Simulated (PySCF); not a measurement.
The numbers below are computed, except where a source is named.
Si3H8N

Si3H8N is a small molecule (built as: Si site whose three back bonds go to SiH3, SiH3, H; end group NH), neutral, doublet. The structure, one conformer, was relaxed in the gas phase by PBE0-D3(BJ)/def2-SVP. No frequency run checks that it is a minimum.

SMILES: [NH][SiH]([SiH3])[SiH3]

Coordinates in Å:
```
Si1     0.286   -0.445    0.625
Si2     1.260   -0.474   -1.517
Si3    -1.204    1.374    0.712
N4     -0.727   -1.870    0.676
H5      1.349   -0.299    1.680
H6      2.103    0.749   -1.697
H7      2.117   -1.686   -1.688
H8      0.176   -0.481   -2.544
H9     -2.190    1.247   -0.402
H10    -1.929    1.401    2.019
H11    -0.440    2.651    0.552
H12    -0.513   -2.529    1.435
```

EPR values by unrestricted B3LYP, IGLO-III on N Si, pcH-1 on H.

Task: Predict g and the largest hyperfine couplings. Where does the spin sit?

Result: g = 2.0022, 2.0038, 2.0092. The spin sits on N4 (90 %, bonded to 1 Si + 1 H) by Mulliken populations.
| atom | isotope | isotropic (MHz) | dipolar, principal values (MHz) |
| --- | --- | --- | --- |
| N4 | 14N | 25.1 | -38.1, -36.9, 75.1 |
| H12 | 1H | -52.5 | -46.8, -7.4, 54.2 |
| Si2 | 29Si | -73.9 | -19.5, 9.4, 10.1 |
| Si3 | 29Si | -71.7 | -19.0, 9.2, 9.8 |
| Si1 | 29Si | 54.0 | -2.3, 0.6, 1.8 |
| H6 | 1H | 21.9 | -1.7, -0.5, 2.2 |

Task: How do the isotropic couplings move with BHandHLYP?

Result: N4 25.1 to 35.2 MHz, H12 -52.5 to -64.1 MHz, Si2 -73.9 to -66.4 MHz, Si3 -71.7 to -64.4 MHz.

The 2 runs behind this took 58 s in all, one thread each of Intel Xeon 6975P-C on a shared host, launched as `OMP_NUM_THREADS=1 python cluster_run.py task.json out`.
